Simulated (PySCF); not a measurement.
Isomers of CH4OSi. All species are isolated molecules in the gas phase. One relaxed conformer stands for each flexible species; it need not be the lowest. Strings in code marks are SMILES.

The brightest of the four lowest singlets (TDA) from two functionals at the same geometries (B3LYP-D3(BJ)/def2-TZVP), both in PySCF: PBE-D3(BJ)/def2-TZVP and B3LYP-D3(BJ)/def2-TZVP. B3LYP has the VWN-RPA correlation part, as in Gaussian. Excitations are Tamm–Dancoff values on a coarser integration grid. The basis has no diffuse functions, so Rydberg states are missing or too high.

| species | PBE-D3(BJ)/def2-TZVP (eV) | B3LYP-D3(BJ)/def2-TZVP (eV) |
|---|---|---|
| `C1O[SiH2]1` | 5.84 | 6.09 |
| `C=[SiH]O` (C–Si–O–H torsion 0°) | 5.67 | 5.74 |
| `C[SiH]=O` | 5.83 | 6.27 |
| `O=C[SiH3]` | 5.43 | 6.21 |

Over these rows, drawn at random from the members with no instability flagged (it was tested for open shells, ions and some series alone), PBE minus B3LYP-D3(BJ): mean -0.38 eV, from -0.78 eV to -0.06 eV.
